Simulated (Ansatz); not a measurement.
# Molecular dynamics of CH₇BClN

Input:

```yaml
crystal:
  periodic: [false, false, false]
  atoms:
    - { symbol: B, position_ang: [-0.004264, 0.058245, 0.159672] }
    - { symbol: "N", position_ang: [0.046291, 0.044842, 1.667033] }
    - { symbol: H, position_ang: [-0.726325, -0.386688, 2.170522] }
    - { symbol: H, position_ang: [0.942271, -0.15196, 2.111627] }
    - { symbol: C, position_ang: [1.341294, 0.015606, -0.625657] }
    - { symbol: H, position_ang: [1.619917, -1.047707, -0.765791] }
    - { symbol: H, position_ang: [1.252074, 0.45306, -1.630141] }
    - { symbol: H, position_ang: [2.173713, 0.510481, -0.100585] }
    - { symbol: H, position_ang: [-1.077884, -0.206902, -0.314914] }
    - { symbol: Cl, position_ang: [-0.367949, 2.553055, 0.614173] }
    - { symbol: H, position_ang: [-0.145036, 1.320168, 1.549364] }
basis:
  gaussian: { orbitals: def2-SVP }
hamiltonian:
  xc: r2scan
  dispersion: d4
md:
  timestep: 0.5
  n_steps: 200
  ensemble: nve
  temperature: 300.0
  initial_velocities: maxwell_boltzmann
  seed: 2351
```

Command:

```bash
$ ansatz run input.yaml --threads 4 --pin off --max-ram 5120MiB --backend cpu --events-out ev --progress --plain --runs-dir out
```

It starts at the highest image of a converged band, a first-order saddle point between two minima.

Output, in part (one step line in 4, the closing report, with atoms numbered from 0):

```
md step     0: t =     0.00 fs  T =   300.0 K  F+E_penalty+E_count = -15831.99538264 eV  E_kin = 0.349002 eV  conserved = -15831.64638064 eV  (27 SCF iters)
md step     4: t =     2.00 fs  T =   238.2 K  F+E_penalty+E_count = -15831.92236691 eV  E_kin = 0.277070 eV  conserved = -15831.64529716 eV  (30 SCF iters)
md step     8: t =     4.00 fs  T =   195.6 K  F+E_penalty+E_count = -15831.87325547 eV  E_kin = 0.227526 eV  conserved = -15831.64572909 eV  (30 SCF iters)
md step    12: t =     6.00 fs  T =   133.8 K  F+E_penalty+E_count = -15831.80125794 eV  E_kin = 0.155673 eV  conserved = -15831.64558475 eV  (31 SCF iters)
md step    16: t =     8.00 fs  T =    78.4 K  F+E_penalty+E_count = -15831.73633834 eV  E_kin = 0.091224 eV  conserved = -15831.64511454 eV  (31 SCF iters)
md step    20: t =    10.00 fs  T =   101.1 K  F+E_penalty+E_count = -15831.76325414 eV  E_kin = 0.117606 eV  conserved = -15831.64564824 eV  (31 SCF iters)
md step    24: t =    12.00 fs  T =   118.1 K  F+E_penalty+E_count = -15831.78282126 eV  E_kin = 0.137371 eV  conserved = -15831.64545072 eV  (31 SCF iters)
md step    28: t =    14.00 fs  T =   155.6 K  F+E_penalty+E_count = -15831.82663037 eV  E_kin = 0.181073 eV  conserved = -15831.64555755 eV  (29 SCF iters)
md step    32: t =    16.00 fs  T =   203.1 K  F+E_penalty+E_count = -15831.88178270 eV  E_kin = 0.236276 eV  conserved = -15831.64550633 eV  (30 SCF iters)
md step    36: t =    18.00 fs  T =   254.5 K  F+E_penalty+E_count = -15831.94184696 eV  E_kin = 0.296112 eV  conserved = -15831.64573491 eV  (29 SCF iters)
md step    40: t =    20.00 fs  T =   288.2 K  F+E_penalty+E_count = -15831.98088958 eV  E_kin = 0.335277 eV  conserved = -15831.64561264 eV  (30 SCF iters)
md step    44: t =    22.00 fs  T =   302.8 K  F+E_penalty+E_count = -15831.99844565 eV  E_kin = 0.352262 eV  conserved = -15831.64618325 eV  (29 SCF iters)
md step    48: t =    24.00 fs  T =   251.3 K  F+E_penalty+E_count = -15831.93765767 eV  E_kin = 0.292404 eV  conserved = -15831.64525326 eV  (29 SCF iters)
md step    52: t =    26.00 fs  T =   278.2 K  F+E_penalty+E_count = -15831.96944407 eV  E_kin = 0.323643 eV  conserved = -15831.64580132 eV  (30 SCF iters)
md step    56: t =    28.00 fs  T =   298.1 K  F+E_penalty+E_count = -15831.99310829 eV  E_kin = 0.346845 eV  conserved = -15831.64626284 eV  (28 SCF iters)
md step    60: t =    30.00 fs  T =   232.0 K  F+E_penalty+E_count = -15831.91491717 eV  E_kin = 0.269928 eV  conserved = -15831.64498907 eV  (31 SCF iters)
md step    64: t =    32.00 fs  T =   271.4 K  F+E_penalty+E_count = -15831.96133966 eV  E_kin = 0.315717 eV  conserved = -15831.64562262 eV  (32 SCF iters)
md step    68: t =    34.00 fs  T =   336.2 K  F+E_penalty+E_count = -15832.03682136 eV  E_kin = 0.391123 eV  conserved = -15831.64569793 eV  (30 SCF iters)
md step    72: t =    36.00 fs  T =   396.6 K  F+E_penalty+E_count = -15832.10733867 eV  E_kin = 0.461331 eV  conserved = -15831.64600727 eV  (30 SCF iters)
md step    76: t =    38.00 fs  T =   427.7 K  F+E_penalty+E_count = -15832.14307806 eV  E_kin = 0.497522 eV  conserved = -15831.64555583 eV  (29 SCF iters)
md step    80: t =    40.00 fs  T =   487.2 K  F+E_penalty+E_count = -15832.21256892 eV  E_kin = 0.566759 eV  conserved = -15831.64581013 eV  (29 SCF iters)
md step    84: t =    42.00 fs  T =   540.8 K  F+E_penalty+E_count = -15832.27539870 eV  E_kin = 0.629183 eV  conserved = -15831.64621542 eV  (30 SCF iters)
md step    88: t =    44.00 fs  T =   512.5 K  F+E_penalty+E_count = -15832.24186632 eV  E_kin = 0.596200 eV  conserved = -15831.64566682 eV  (29 SCF iters)
md step    92: t =    46.00 fs  T =   485.3 K  F+E_penalty+E_count = -15832.21001837 eV  E_kin = 0.564591 eV  conserved = -15831.64542763 eV  (30 SCF iters)
md step    96: t =    48.00 fs  T =   509.3 K  F+E_penalty+E_count = -15832.23849107 eV  E_kin = 0.592545 eV  conserved = -15831.64594636 eV  (30 SCF iters)
md step   100: t =    50.00 fs  T =   492.7 K  F+E_penalty+E_count = -15832.21940191 eV  E_kin = 0.573174 eV  conserved = -15831.64622753 eV  (30 SCF iters)
md step   104: t =    52.00 fs  T =   431.2 K  F+E_penalty+E_count = -15832.14640029 eV  E_kin = 0.501574 eV  conserved = -15831.64482611 eV  (29 SCF iters)
md step   108: t =    54.00 fs  T =   505.9 K  F+E_penalty+E_count = -15832.23510066 eV  E_kin = 0.588584 eV  conserved = -15831.64651707 eV  (30 SCF iters)
md step   112: t =    56.00 fs  T =   488.8 K  F+E_penalty+E_count = -15832.21434980 eV  E_kin = 0.568598 eV  conserved = -15831.64575203 eV  (31 SCF iters)
md step   116: t =    58.00 fs  T =   465.7 K  F+E_penalty+E_count = -15832.18687028 eV  E_kin = 0.541779 eV  conserved = -15831.64509147 eV  (29 SCF iters)
md step   120: t =    60.00 fs  T =   548.7 K  F+E_penalty+E_count = -15832.28444906 eV  E_kin = 0.638324 eV  conserved = -15831.64612555 eV  (30 SCF iters)
md step   124: t =    62.00 fs  T =   569.7 K  F+E_penalty+E_count = -15832.30896120 eV  E_kin = 0.662776 eV  conserved = -15831.64618561 eV  (30 SCF iters)
md step   128: t =    64.00 fs  T =   539.6 K  F+E_penalty+E_count = -15832.27290141 eV  E_kin = 0.627694 eV  conserved = -15831.64520778 eV  (29 SCF iters)
md step   132: t =    66.00 fs  T =   586.8 K  F+E_penalty+E_count = -15832.32928544 eV  E_kin = 0.682649 eV  conserved = -15831.64663626 eV  (27 SCF iters)
md step   136: t =    68.00 fs  T =   533.1 K  F+E_penalty+E_count = -15832.26591137 eV  E_kin = 0.620174 eV  conserved = -15831.64573765 eV  (29 SCF iters)
md step   140: t =    70.00 fs  T =   468.8 K  F+E_penalty+E_count = -15832.19078915 eV  E_kin = 0.545419 eV  conserved = -15831.64536988 eV  (29 SCF iters)
md step   144: t =    72.00 fs  T =   480.0 K  F+E_penalty+E_count = -15832.20435628 eV  E_kin = 0.558412 eV  conserved = -15831.64594436 eV  (30 SCF iters)
md step   148: t =    74.00 fs  T =   460.9 K  F+E_penalty+E_count = -15832.18230519 eV  E_kin = 0.536230 eV  conserved = -15831.64607478 eV  (30 SCF iters)
md step   152: t =    76.00 fs  T =   431.8 K  F+E_penalty+E_count = -15832.14743376 eV  E_kin = 0.502300 eV  conserved = -15831.64513401 eV  (31 SCF iters)
md step   156: t =    78.00 fs  T =   499.2 K  F+E_penalty+E_count = -15832.22729000 eV  E_kin = 0.580746 eV  conserved = -15831.64654373 eV  (30 SCF iters)
md step   160: t =    80.00 fs  T =   481.5 K  F+E_penalty+E_count = -15832.20576305 eV  E_kin = 0.560173 eV  conserved = -15831.64559047 eV  (30 SCF iters)
md step   164: t =    82.00 fs  T =   478.5 K  F+E_penalty+E_count = -15832.20219389 eV  E_kin = 0.556711 eV  conserved = -15831.64548249 eV  (29 SCF iters)
md step   168: t =    84.00 fs  T =   531.4 K  F+E_penalty+E_count = -15832.26416322 eV  E_kin = 0.618193 eV  conserved = -15831.64597071 eV  (29 SCF iters)
md step   172: t =    86.00 fs  T =   536.0 K  F+E_penalty+E_count = -15832.26991981 eV  E_kin = 0.623561 eV  conserved = -15831.64635846 eV  (29 SCF iters)
md step   176: t =    88.00 fs  T =   484.2 K  F+E_penalty+E_count = -15832.20845225 eV  E_kin = 0.563327 eV  conserved = -15831.64512488 eV  (29 SCF iters)
md step   180: t =    90.00 fs  T =   526.4 K  F+E_penalty+E_count = -15832.25900888 eV  E_kin = 0.612334 eV  conserved = -15831.64667512 eV  (30 SCF iters)
md step   184: t =    92.00 fs  T =   449.4 K  F+E_penalty+E_count = -15832.16837347 eV  E_kin = 0.522762 eV  conserved = -15831.64561192 eV  (29 SCF iters)
md step   188: t =    94.00 fs  T =   396.4 K  F+E_penalty+E_count = -15832.10629978 eV  E_kin = 0.461174 eV  conserved = -15831.64512563 eV  (30 SCF iters)
md step   192: t =    96.00 fs  T =   453.7 K  F+E_penalty+E_count = -15832.17415954 eV  E_kin = 0.527761 eV  conserved = -15831.64639862 eV  (29 SCF iters)
md step   196: t =    98.00 fs  T =   420.8 K  F+E_penalty+E_count = -15832.13533135 eV  E_kin = 0.489586 eV  conserved = -15831.64574550 eV  (30 SCF iters)
md step   200: t =   100.00 fs  T =   416.2 K  F+E_penalty+E_count = -15832.12964796 eV  E_kin = 0.484138 eV  conserved = -15831.64551044 eV  (27 SCF iters)
Total energy: -15832.12965754 eV, -581.8200335115 hartree
Atom 0 at     0.239586    -0.895001     0.238868 Å, force     0.523202     1.179735     0.116953 eV/Å
Atom 1 at     0.194803    -0.635362     1.605549 Å, force    -0.052377    -0.256694     0.355937 eV/Å
Atom 2 at    -0.519723    -0.922480     2.254418 Å, force    -0.374035    -0.177125     0.039021 eV/Å
Atom 3 at     1.027687    -0.342527     2.087057 Å, force     0.376272     0.262076     0.206402 eV/Å
Atom 4 at     1.445129    -0.353151    -0.610298 Å, force    -0.121121     0.323739    -0.157598 eV/Å
Atom 5 at     1.545104    -1.042353    -1.428011 Å, force     0.351236    -0.610921    -0.964573 eV/Å
Atom 6 at     1.090725     0.584267    -1.111976 Å, force     0.249736    -0.257640     0.342190 eV/Å
Atom 7 at     2.462168    -0.201534    -0.192636 Å, force    -0.466213     0.110711     0.215911 eV/Å
Atom 8 at    -0.714537    -1.312461    -0.327929 Å, force    -0.530202    -0.421477    -0.148474 eV/Å
Atom 9 at    -0.544287     3.282567     0.627458 Å, force     0.045414     1.810381    -0.768959 eV/Å
Atom 10 at    -0.567175     2.140388     1.093979 Å, force    -0.001913    -1.962786     0.763190 eV/Å
Dipole moment:     0.077245    -0.290665     0.438720 e Å
```

The run went to its last step. The conserved energy stayed within 0.15 meV per atom of its start (net change 0.079 meV per atom), so the integration is sound. The kinetic energy rose, since the run started high on the potential surface and went downhill. It ends in pieces (CH6BN + ClH), so much of that is their flight and rotation, not heat. A run of 0.1 ps of so small a system gives no equilibrium averages. The orbitals stay closed-shell, which can raise the energy where a bond breaks towards radicals; this wasn't checked here.

Between its relaxed ends the band would form B1–Cl10, N2–H11 and break Cl10–H11. These pairs go: B1–Cl10 2.56 → 4.27 Å, N2–H11 1.30 → 2.92 Å, Cl10–H11 1.56 → 1.23 Å. In the last frame they stand as before the step (other bonds may differ from the relaxed reactants and products). It ends as CH6BN + ClH. Pairs count as bonded within 1.25 times the sum of covalent radii (0.12 Å more for H–H).

Last frame:

```xyz
11
Properties=species:S:1:pos:R:3
B 0.240 -0.895 0.239
N 0.195 -0.635 1.605
H -0.520 -0.922 2.254
H 1.028 -0.343 2.087
C 1.445 -0.353 -0.610
H 1.545 -1.042 -1.428
H 1.091 0.584 -1.112
H 2.462 -0.202 -0.193
H -0.715 -1.312 -0.328
Cl -0.544 3.283 0.627
H -0.567 2.140 1.094
```

Time of the run: 4.9 min on 4 threads of Arm Neoverse V1, with other jobs on the host, peak memory 0.15 GiB.
